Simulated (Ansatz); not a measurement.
The cluster Pb₃Se₂F₂, relaxed as a singlet with RKS PBE-D4/def2-SVP in Ansatz, starting from the GFN1-xTB geometry. Force threshold 0.02 eV/Å.

In the def2 sets Pb takes a core potential; there is no spin–orbit coupling. The structure comes from a short search, and lower isomers may exist.

Start:

```xyz
7

Pb    0.2000    1.2537    1.9067
Pb   -0.2750    0.6419   -1.4286
Pb    0.2311   -2.2560    0.3253
Se    1.8772   -0.0690    0.1890
Se   -1.6937   -0.3534    0.7527
F    -0.1578   -1.7152   -1.8215
F    -0.1818    2.4980    0.0764
```

```tsv
step	energy (eV)	largest force component (eV/Å)	SCF passes
1	-151844.9766	1.314	21
2	-151845.0368	1.000	25
3	-151845.1556	0.379	26
4	-151845.1777	0.404	21
5	-151845.2084	0.028	21
6	-151845.2085	0.013	22
```

Force components are those of the run's own axes.

End:

```xyz
7

Pb    0.1990    1.3170    1.9137
Pb   -0.2828    0.6563   -1.4613
Pb    0.2260   -2.3034    0.2825
Se    1.9910   -0.0841    0.2196
Se   -1.7903   -0.3817    0.8176
F    -0.1556   -1.7263   -1.8431
F    -0.1873    2.5222    0.0711
```

By distances, no bond broke or formed. The bond that changes most is Pb2–Se4, from 2.78 to 2.92 Å (atoms count from 1).

No frequencies were taken in this run, so the end may be a saddle point.

Hardware: 4 threads of Intel Xeon Platinum 8259CL on a shared host. Wall time 21 s.
